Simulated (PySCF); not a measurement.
## Gas-phase XPS of (HAlO)4 cubane, computed

Species: (HAlO)4 cubane, Al₄H₄O₄.
Structure used (PBE0-D3(BJ)/def2-SVP), in Å, numbered top down from 1:
```
atom  x, y, z in Å
Al1    0.1347    0.9963    1.2777
H2     0.2615    1.9587    2.5060
O3    -0.9696   -0.4905    1.1575
Al4   -1.5224    0.0039   -0.5435
H5    -2.9962    0.0152   -1.0713
O6    -0.3839    1.4661   -0.4413
Al7    1.0114    0.4887   -1.1777
H8     1.9800    0.9669   -2.3107
O9     1.5012   -0.0177    0.5386
Al10   0.4107   -1.5166    0.4590
H11    0.8022   -2.9678    0.8966
O12   -0.1142   -0.9858   -1.2397
```

Computed, not measured: delta-SCF UKS SCAN, pcX-2 on the ionised atom, pcseg-1 elsewhere, spin-free X2C (PySCF). These are vertical core ionisation energies against the vacuum level, from separate self-consistent calculations with and without the core hole.

**Question.** Give the core binding energies atom by atom.

**Answer.** 
```
         atom(s)  bonded to  level  binding energy (eV)  count
    O3/O6/O9/O12       3 Al   O 1s               537.73      4
Al1/Al4/Al7/Al10  3 O and H  Al 1s              1567.89      4
```

**Question.** Which effective nuclear charge Zeff reproduces each element's mean 1s value in the hydrogen-like formula E = 13.606 eV × Zeff²?

**Answer.** O (Z = 8): mean 537.7 eV, Zeff = 6.29, Z − Zeff = 1.71; Al (Z = 13): mean 1567.9 eV, Zeff = 10.73, Z − Zeff = 2.27. Means run over the listed sites, weighted by atom count.

**Question.** Which photon energy gives electrons from Al 1s of Al1/Al4/Al7/Al10 a kinetic energy of 20 eV, and what is their de Broglie wavelength?

**Answer.** hν = 1567.89 + 20 = 1587.89 eV, recoil neglected; λ = 12.264 Å/√(E/eV) = 2.74 Å.

Atoms equivalent by their bonding share one computed value, that of the first of them. Isolated species at its PBE0-D3(BJ)/def2-SVP geometry (one conformer only).
